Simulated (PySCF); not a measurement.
Gas-phase reaction: 3 GeCl₂ + 3 H₂ → 2 GeH₃Cl + GeCl₄

Method: PySCF energies plus ideal-gas RRHO corrections (1 bar). † marks an energy on the PBE0/def2-TZVP geometry and frequencies; other levels use their own. CCSD(T) freezes the core. 6-31G* has spherical d functions here. All species are closed-shell singlets. B3LYP is the form with VWN-RPA correlation. Ge: all electrons, no relativistic terms. CCSD(T) isn't extrapolated to the basis-set limit; its ΔH°(298 K) is -204.4 kJ in def2-SVP and -193.5 kJ in def2-TZVPP. The harmonic model lacks anharmonicity and excited electronic states, which grow with temperature; levels with a mode under 35 cm⁻¹ are left out.

```json
[
 {"level": "B3LYP/6-31G*", "ΔE electronic, kJ": "-70", "ΔH°(298 K), kJ": "-45", "ΔS°(298 K), J/K": "-401", "ΔG°(2500 K), kJ": "950"},
 {"level": "B3LYP/def2-TZVP†", "ΔE electronic, kJ": "-88", "ΔH°(298 K), kJ": "-61", "ΔS°(298 K), J/K": "-401", "ΔG°(2500 K), kJ": "935"},
 {"level": "CCSD(T)/def2-SVP†", "ΔE electronic, kJ": "-232", "ΔH°(298 K), kJ": "-204", "ΔS°(298 K), J/K": "-401", "ΔG°(2500 K), kJ": "791"},
 {"level": "HF/def2-TZVP†", "ΔE electronic, kJ": "-221", "ΔH°(298 K), kJ": "-194", "ΔS°(298 K), J/K": "-401", "ΔG°(2500 K), kJ": "802"},
 {"level": "PBE0/def2-QZVP†", "ΔE electronic, kJ": "-179", "ΔH°(298 K), kJ": "-151", "ΔS°(298 K), J/K": "-401", "ΔG°(2500 K), kJ": "844"},
 {"level": "PBE0/def2-TZVP", "ΔE electronic, kJ": "-181", "ΔH°(298 K), kJ": "-154", "ΔS°(298 K), J/K": "-401", "ΔG°(2500 K), kJ": "842"},
 {"level": "LDA/def2-TZVP†", "ΔE electronic, kJ": "-219", "ΔH°(298 K), kJ": "-192", "ΔS°(298 K), J/K": "-401", "ΔG°(2500 K), kJ": "804"}
]
```
ΔH° is lowest at CCSD(T)/def2-SVP† and highest at B3LYP/6-31G*. No reference value is set beside these.
